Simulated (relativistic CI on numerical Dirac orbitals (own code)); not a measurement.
**Ligand-field terms of d5**

Computed with a parametric ligand-field model of a d^n configuration (Racah B and C, spin-orbit zeta, crystal field), exact diagonalisation.

Field parameters in Wybourne normalisation: Oh B⁴₀ = 21Dq, B⁴₄ = √(5/14) B⁴₀. The field is a parameter set, without covalency.

(1) Lowest levels for B = 310, C = 1330, ζ = 610 cm⁻¹, Oh, 10Dq = 6400 cm⁻¹?

(2) Lowest levels for B = 620, C = 2350, ζ = 2100 cm⁻¹, Oh, 10Dq = 25750 cm⁻¹?

(3) Lowest levels for B = 610, C = 2310, ζ = 1900 cm⁻¹, Oh, 10Dq = 18850 cm⁻¹?

(4) Lowest levels for B = 910, C = 3800, ζ = 790 cm⁻¹, Oh, 10Dq = 36250 cm⁻¹?

(5) Lowest levels for B = 690, C = 3160, ζ = 460 cm⁻¹, Oh, 10Dq = 29100 cm⁻¹?

Answers

(1) Γ7 0 (S 2.46), Γ8 8 (S 2.46), Γ7 2824 (S 0.87), Γ8 3880 (S 1.05), Γ8 4527 (S 1.50), Γ6 4722 (S 1.50), Γ8 5025 (S 1.21), Γ7 5119 (S 1.34), Γ6 6575 (S 1.49) cm⁻¹, with S from ⟨S²⟩ = S(S + 1). The ground level has 1.96 electrons in the cubic e pair.

(2) Γ7 0 (S 0.57), Γ8 3946 (S 0.56), Γ8 15731 (S 1.61), Γ7 16552 (S 1.64), Γ8 17648 (S 1.49), Γ6 18214 (S 1.49), Γ6 21873 (S 1.48), Γ8 22004 (S 1.51), Γ8 22291 (S 1.45) cm⁻¹, with S from ⟨S²⟩ = S(S + 1). The ground level has 0.10 electrons in the cubic e pair.

(3) Γ7 0 (S 0.66), Γ8 3678 (S 0.68), Γ8 8114 (S 2.00), Γ7 8558 (S 2.10), Γ8 11241 (S 1.50), Γ6 11760 (S 1.49), Γ8 13109 (S 1.97), Γ7 13651 (S 1.91), Γ6 15372 (S 1.48) cm⁻¹, with S from ⟨S²⟩ = S(S + 1). The ground level has 0.18 electrons in the cubic e pair; its S is far from a half-integer, so spin-orbit coupling mixes spin states.

(4) Γ7 0 (S 0.51), Γ8 1403 (S 0.51), Γ8 18853 (S 1.55), Γ7 18941 (S 1.55), Γ8 19342 (S 1.50), Γ6 19509 (S 1.50), Γ8 24321 (S 2.46), Γ7 24328 (S 2.46), Γ6 25922 (S 1.50) cm⁻¹, with S from ⟨S²⟩ = S(S + 1). The ground level has 0.05 electrons in the cubic e pair.

(5) Γ7 0 (S 0.50), Γ8 806 (S 0.50), Γ8 14737 (S 1.53), Γ7 14775 (S 1.53), Γ8 14995 (S 1.50), Γ6 15091 (S 1.50), Γ8 18662 (S 2.48), Γ7 18664 (S 2.48), Γ6 20012 (S 1.50) cm⁻¹, with S from ⟨S²⟩ = S(S + 1). The ground level has 0.04 electrons in the cubic e pair.
